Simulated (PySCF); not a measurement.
A GIAO shielding run with PySCF 2.14.0 with density-fitted response routines (density fitting, non-relativistic, gas phase) on SMILES C(C[Si+](C)C)C1CC1, [C$_{7}$H$_{15}$Si]+:

```
{"job": {"kind": "nmr", "xc": "PBE0", "basis": "pcSseg-1"}, "charge": 1, "multiplicity": 1}
C      2.565431    -1.585265     0.927305
Si     2.000374    -0.198028    -0.212742
C      3.135415     1.266942    -0.542897
C      0.232475    -0.188976    -0.865831
C     -0.747775     0.549835     0.080830
C     -2.147804     0.480905    -0.478407
C     -2.979183    -0.744924    -0.241671
C     -3.324273     0.535982     0.451537
H      3.647762    -1.710660     0.909624
H      2.285383    -1.381735     1.960829
H      2.116389    -2.541676     0.657756
H      2.968032     1.697771    -1.530699
H      4.187379     0.989668    -0.476058
H      2.968463     2.062641     0.183403
H     -0.143311    -1.208399    -1.001967
H      0.179063     0.293379    -1.846892
H     -0.443563     1.592441     0.190489
H     -0.731639     0.088585     1.068951
H     -2.257115     0.974825    -1.435841
H     -2.558787    -1.541127     0.354385
H     -3.624029    -1.092089    -1.032707
H     -4.200137     1.077204     0.131836
H     -3.133304     0.609685     1.510873
```

Hardware: 1 thread of an Arm Neoverse V1, shared host. The job also computes population analyses, field gradients.

Question: How large is the calculation?

Answer: 70 electrons, 218 basis functions and 1148 auxiliary functions.

Question: How long does it take?

Answer: 38 s of wall time, with 13 SCF cycles and 5 response iterations. Times on a shared host scatter by some tens of per cent.
